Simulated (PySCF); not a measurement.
**Radial density of V (vanadium, neutral)**

UHF, [Ar] 3d3 4s2, high-spin 4F determinant. All numbers are calculated (PySCF 2.14, the spin-free X2C one-electron Hamiltonian (Gaussian nucleus), in aug-cc-pVTZ-DK (8s7p5d3f2g, 93 functions)).

```
r (bohr)  4πr²ρ (e/bohr)  4πr²(ρα − ρβ)
 0.00118          0.1899         0.0000
 0.00199          0.4839         0.0000
 0.00335           1.208         0.0001
 0.00563           2.906         0.0001
 0.00947           6.573         0.0003
  0.0159           13.32         0.0006
  0.0268           22.34         0.0009
  0.0450           27.49         0.0006
  0.0758           23.01         0.0001
   0.127           22.09         0.0121
   0.214           29.83         0.1138
   0.361           16.69         0.5956
   0.607           9.624         1.6837
    1.02           10.35         2.1084
    1.72           2.743         1.0898
    2.89          0.8631         0.2147
    4.85          0.2875        -0.0210
    8.17         0.01640        -0.0048
    13.7       3.987e-05         0.0000
```

Densities and radii are taken from the X2C orbitals without a picture-change correction, which distorts them close to the nucleus.

Question: Where is the radial spin density 4πr²(ρα − ρβ) most negative, and why is it negative at all?

Answer: Around r = 4.85 bohr, down to -0.0210 e/bohr: exchange with the open shell polarises the paired shells in an unrestricted calculation.
